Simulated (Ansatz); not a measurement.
Coupled-cluster diagnostics for LaO₂H (the lowest singlet isomer of a short search), Ansatz.

Geometry of the singlet (r2SCAN-D4/def2-TZVP):

```xyz
4

La   -0.650   -0.287   -0.609
O     1.388    0.376   -0.471
O     1.194   -0.870    0.323
H    -1.931    0.781    0.757
```

In the def2 sets La takes a core potential; there is no spin–orbit coupling. Correlated methods freeze 2 core orbitals; core or outer-core shells of La are correlated, in sets that lack core-valence functions. The structure holds one bond between oxygen atoms, so isomers without such links may lie far lower. The structure comes from a short search, and lower isomers may exist.

Estimate the CCSD(T) correlation energy, the shares of MP2 and (T), T1 and the reference's ⟨S²⟩ for: charge 0, singlet, own geometry in def2-TZVPP; charge 0, singlet, own geometry in def2-TZVPD; charge 1, doublet, vertical in def2-TZVPP; charge -1, doublet, vertical in def2-TZVPD; and the rough time on 2 threads of Arm Neoverse V2 on a shared host.


```json
{"state": "charge 0, singlet, own geometry", "basis": "def2-TZVPP", "correlation (eV)": "-21.136", "MP2 share (%)": "95.4", "(T) share (%)": "4.8", "T1": "0.029", "⟨S²⟩ (pure)": "0.00 (0.00)", "wall time": "19 s", "remarks": "–"}
{"state": "charge 0, singlet, own geometry", "basis": "def2-TZVPD", "correlation (eV)": "-20.394", "MP2 share (%)": "95.9", "(T) share (%)": "4.7", "T1": "0.028", "⟨S²⟩ (pure)": "0.00 (0.00)", "wall time": "19 s", "remarks": "–"}
{"state": "charge 1, doublet, vertical", "basis": "def2-TZVPP", "correlation (eV)": "-19.888", "MP2 share (%)": "90.3", "(T) share (%)": "4.5", "T1": "0.059", "⟨S²⟩ (pure)": "0.83 (0.75)", "wall time": "78 s", "remarks": "large T1"}
{"state": "charge -1, doublet, vertical", "basis": "def2-TZVPD", "correlation (eV)": "-20.458", "MP2 share (%)": "95.7", "(T) share (%)": "4.6", "T1": "0.028", "⟨S²⟩ (pure)": "0.75 (0.75)", "wall time": "89 s", "remarks": "–"}
```
Customary marks for T1 are 0.02 (closed shells), 0.045 (open shells) and about 0.05 (3d metals). T1 exceeds 0.02 in 4 of 4 rows and 0.045 in 1; the higher it lies, the less the single-reference result can be trusted.
